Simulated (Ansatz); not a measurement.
Ge(OEt)2Me2 (C6H16GeO2) was relaxed with PBE-D4 (def2-SVP) in Ansatz in these states: charge +1 doublet, neutral singlet. The geometries follow in no particular order.

A:

```tsv
atom	x (Å)	y (Å)	z (Å)
Ge1	-1.035	-0.206	-0.458
O2	-1.202	0.644	1.168
C3	-0.077	1.041	1.896
C4	-0.432	1.629	3.235
H5	0.647	0.176	1.959
H6	0.538	1.744	1.259
H7	0.487	1.945	3.766
H8	-1.093	2.512	3.120
H9	-0.965	0.888	3.864
O10	0.783	-0.202	-0.565
C11	1.556	-0.827	-1.586
C12	3.032	-0.696	-1.286
H13	1.251	-1.899	-1.685
H14	1.304	-0.358	-2.571
H15	3.624	-1.171	-2.092
H16	3.331	0.368	-1.218
H17	3.287	-1.195	-0.329
C18	-1.822	0.995	-1.778
H19	-1.751	0.513	-2.773
H20	-1.269	1.953	-1.772
H21	-2.883	1.160	-1.511
C22	-1.730	-2.008	-0.194
H23	-2.789	-1.934	0.119
H24	-1.134	-2.516	0.587
H25	-1.657	-2.556	-1.154
```

B:

```xyz
25

Ge   -0.4276    0.2916    0.9671
O     0.5352   -1.2178    1.1411
C     1.5894   -1.4901    0.2258
C     2.0423   -2.9300    0.4107
H     1.2505   -1.3277   -0.8251
H     2.4532   -0.7988    0.3960
H     2.8760   -3.1755   -0.2785
H     2.3857   -3.0992    1.4513
H     1.2036   -3.6268    0.2112
O    -1.0380    0.2222   -0.7353
C    -1.1365    1.3528   -1.5832
C    -1.1031    0.8932   -3.0347
H    -2.0886    1.9085   -1.3890
H    -0.3089    2.0835   -1.4045
H    -1.2251    1.7522   -3.7261
H    -0.1410    0.3903   -3.2635
H    -1.9197    0.1678   -3.2273
C     0.7052    1.8763    1.2150
H     0.1120    2.8091    1.1443
H     1.5094    1.9078    0.4544
H     1.1706    1.8286    2.2191
C    -1.8976    0.0808    2.2260
H    -1.5038   -0.0327    3.2544
H    -2.4736   -0.8258    1.9602
H    -2.5696    0.9599    2.1906
```

Problem. Judge from the bond lengths which geometry belongs to which state (an estimate).

Solution. A is the charge +1 doublet (Ge1–O2 1.841 Å, O2–C3 1.398 Å, C3–C4 1.505 Å); B is the neutral singlet (Ge1–O2 1.799 Å, O2–C3 1.422 Å, C3–C4 1.521 Å).
